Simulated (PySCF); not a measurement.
Computed beside measured shifts: (3-methylbut-2-en-1-yl)diphenylphosphine oxide (C17H19OP)

System: (3-methylbut-2-en-1-yl)diphenylphosphine oxide (C17H19OP), SMILES CC(C)=CCP(=O)(c1ccccc1)c1ccccc1.

Atom-mapped SMILES (hydrogens are numbered by the atom that bears them): [CH3:1][C:2]([CH3:3])=[CH:4][CH2:5][P:6](=[O:7])([c:8]1[cH:9][cH:10][cH:11][cH:12][cH:13]1)[c:14]1[cH:15][cH:16][cH:17][cH:18][cH:19]1

Computed with GIAO KT3/pcSseg-2, gas phase, PySCF SCF with an in-house response code, fitting set def2-universal-JFIT, grid level 2, non-relativistic, on the PBE0-D3(BJ)/def2-SVP geometry.

One optimised conformer. Values are averaged over the atoms that symmetry or fast rotation interchanges, on this one geometry and without vibrational averaging. Shifts are the reference shielding less the shielding here, at the same level (13C, 1H against isolated TMS; 17O against isolated H2O; 31P against isolated H3PO4); nuclei without a reference have shieldings only.

What shifts does this level give for P6, and how do they compare with measurement?


| atom | nucleus | computed / ppm | measured / ppm | computed less measured | measured against | medium of the measurement |
| --- | --- | --- | --- | --- | --- | --- |
| P6 | 31P | 9.2 | 31.64 | -22.4 | 85 % H3PO4 | CDCl3 |

Computed 19F and 31P shifts carry an offset from the reference molecule (CFCl3 is hard for DFT, lone H3PO4 or PH3 isn't the 85 % acid), so differences between compounds are more accurate than the values.

Measured values: supporting information or article, doi 10.1039/d4gc04409f.
